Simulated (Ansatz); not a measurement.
Reaction (cleavage of the Si–Si bond): `F[Si](F)(F)[Si](F)(F)F` + CH₃OH → `CO[Si](F)(F)F` + `F[SiH](F)F`

Program: Ansatz. Geometries: PBE0-D4/def2-TZVP. ΔE: electronic, gas phase. CCSD(T)/CBS adds triple-zeta CCSD(T) − MP2 to the extrapolated MP2 energy (def2 sets, frozen cores). This one scheme is used for every species. Functionals use def2-TZVPP. HSE06 is defined as in plane-wave codes. Each species was taken in one conformer, which may not be the lowest.

`F[Si](F)(F)[Si](F)(F)F`:

Cartesian coordinates in Å:
```
F -0.291 -2.238 0.184
Si -0.828 -0.802 -0.171
F -2.081 -0.506 0.734
F -1.294 -0.806 -1.674
Si 0.828 0.802 0.171
F 2.086 0.499 -0.725
F 0.294 2.237 -0.195
F 1.286 0.814 1.677
```

CH₃OH:

Cartesian coordinates in Å:
```
C -0.075 -0.345 0.045
O 0.056 0.873 -0.651
H -0.437 -1.085 -0.669
H -0.799 -0.282 0.867
H 0.882 -0.702 0.448
H 0.373 1.541 -0.040
```

`CO[Si](F)(F)F`:

Z-matrix (Å, degrees):
```
C
O 1 1.417
H 1 1.093 2 110.9
H 1 1.093 2 110.9 3 -121.7
H 1 1.089 2 107.6 3 119.1
Si 2 1.596 1 127.0 3 61.4
F 6 1.566 2 108.3 1 179.8
F 6 1.574 2 112.2 1 -60.3
F 6 1.574 2 112.2 1 59.8
```

`F[SiH](F)F`:

Cartesian coordinates in Å:
```
F 0.786 1.290 0.387
Si 0.007 -0.009 -0.039
F -1.528 0.236 0.202
F 0.470 -1.189 0.892
H 0.264 -0.328 -1.442
```

| level | ΔE (kJ/mol) | difference from CCSD(T)/CBS |
| --- | --- | --- |
| BLYP-D4 | -131.1 | 21.9 |
| r2SCANh-D4 | -149.8 | 3.2 |
| CAM-B3LYP-D4 | -150.5 | 2.5 |
| B2PLYP | -153.3 | -0.3 |
| revPBE | -117.8 | 35.2 |
| BLYP | -134.6 | 18.4 |
| HSE06 | -135.2 | 17.8 |
| LC-ωPBE | -140.3 | 12.7 |
| MP2/def2-SVP | -163.3 | -10.3 |
| HF/def2-QZVPP | -179.1 | -26.1 |
| CCSD(T)/CBS | -153.0 | 0 |

(1) What do rigid-rotor, harmonic-oscillator terms from PBE0-D4/def2-TZVP frequencies (298.15 K, 1 bar) make of the CCSD(T)/CBS value? (An estimate is asked.)

Largest T1 diagnostic among the species: 0.013.

Results:

(1) Computed: ΔZPE = -2.0 kJ/mol, ΔH = -157.9 kJ/mol, ΔS = 3 J/(mol·K), ΔG = -158.9 kJ/mol. Modes under 50 cm⁻¹ make the entropy rough.

From BLYP to BHLYP (50 % exact exchange), in def2-TZVPP and without D4, ΔE moves by −27.0 kJ/mol. The D4 term adds +3.6 kJ/mol with B3LYP and +2.1 kJ/mol with PBE0; it sums over pairs of atoms, weighted by their polarisabilities, and B3LYP, whose exchange is more repulsive, gets the larger term.

B3LYP here is the variant with VWN-RPA as its local correlation; programs differ in this.
